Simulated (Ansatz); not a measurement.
A nudged elastic band was laid between two geometries of ClFHNSi (5 atoms, charge 0, multiplicity 1).

The calculation used RKS LDA/cc-pVDZ in Ansatz.

* movable images: 2
* climbing image: yes
* spring: 5.0 eV/Å²
* optimiser: quadratic models (default)
* start path: IDPP
* force threshold: 0.05 eV/Å
* iteration limit: 60
* end points: relaxed

Image 0:

```xyz
5
Properties=species:S:1:pos:R:3
N -0.127 1.292 -0.144
Si -0.053 -0.305 0.003
F 1.103 -1.343 0.501
Cl -1.651 -1.453 -0.488
H 0.728 1.809 0.127
```

Image 3:

```xyz
5
Properties=species:S:1:pos:R:3
N 0.666 1.159 0.153
Si 0.060 -0.325 0.046
F 0.982 -1.586 0.476
Cl -1.721 -1.156 -0.535
H 0.013 1.908 -0.140
```

Question: What changes between the two ends?

Answer: No bond is made or broken. The dihedral H5–N1–Si2–Cl4 changes from 180 to 0° by way of a nearly straight angle H5–N1–Si2 (up to 179°), not by a turn about the bond.

Question: What energy profile does the band end with?

Answer: The run converged. The highest image is number 1 of 0 to 3, 7.2 kcal/mol above the first end and 7.3 kcal/mol above the last; the last end lies 0.1 kcal/mol below the first. Another band between the same ends (9 images) ends at a top of the same energy, where a vibrational analysis finds 2 clearly imaginary modes. So few images can step over the top or miss a turn of the path.

```tsv
image	path coordinate (Å)	energy (kcal/mol)	angle H5–N1–Si2 (°)
0	0.00	0.0	116
1	0.68	7.2	179
2	1.06	2.7	140
3	1.44	-0.1	114
```

Question: What is the geometry of the highest image?

Answer: 
```xyz
5
Properties=species:S:1:pos:R:3:forces:R:3
N 0.285 1.144 0.018 -0.03 0.03 -0.01
Si -0.020 -0.367 0.020 0.02 -0.04 0.01
F 0.969 -1.578 0.470 -0.01 0.02 0.00
Cl -1.729 -1.332 -0.525 0.00 0.01 0.00
H 0.494 2.132 0.017 0.01 -0.01 0.01
```

The band took 10 iterations and of the order of 13 core-seconds.

Time of the run: 13 s on 1 thread of Intel(R) Xeon(R) 6975P-C (Granite Rapids), with other jobs on the host, peak memory 0.14 GiB.
